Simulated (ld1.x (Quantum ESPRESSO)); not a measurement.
## u(r) = r·R(r): atom against pseudo-atom (tungsten (W))

Columns: radius, all-electron u(r) and pseudo u(r) of the 5s shell (level -95.25 eV) of tungsten in the configuration [Kr] 4d10 4f14 5s2 5p6 5d4 6s0 6p0; PW91, scalar-relativistic, PAW scheme, ld1.x (Quantum ESPRESSO) 7.5.

```
r (bohr)  all-electron  pseudo
   0.138        0.4127  0.4363
   0.275       -0.3629  0.8241
   0.413       -0.5376  1.1312
   0.550        0.0992  1.3292
   0.688        0.7216  1.4141
   0.825        1.0604  1.3944
   0.963        1.1525  1.2926
   1.100        1.0906  1.1403
   1.238        0.9532  0.9656
   1.375        0.7936  0.7948
   1.513        0.6381  0.6381
   1.650        0.5018  0.5018
   1.788        0.3871  0.3871
   1.925        0.2953  0.2953
   2.062        0.2229  0.2229
   2.200        0.1666  0.1666
   2.338        0.1236  0.1236
   2.475        0.0914  0.0914
   2.613        0.0671  0.0671
   2.750        0.0492  0.0492
   2.888        0.0359  0.0359
   3.025        0.0261  0.0261
   3.162        0.0190  0.0190
   3.300        0.0137  0.0137
   3.438        0.0099  0.0099
   3.575        0.0071  0.0071
```

(1) How many radial nodes do the two functions have?

(2) At about which radius was the pseudo-wave matched?

(3) Is the pseudo-wave norm-conserving?

Results:

(1) The all-electron 5s function has n − l − 1 = 4 (the table is too coarse to show those close to the nucleus); the pseudo-wave has 0, since the states of the same l below it are removed with the core.

(2) 1.50 bohr, where the columns begin to agree (steps of 0.14 bohr).

(3) No, it belongs to a PAW set: the norm inside the radius is not constrained, and the difference is carried by the augmentation charge.
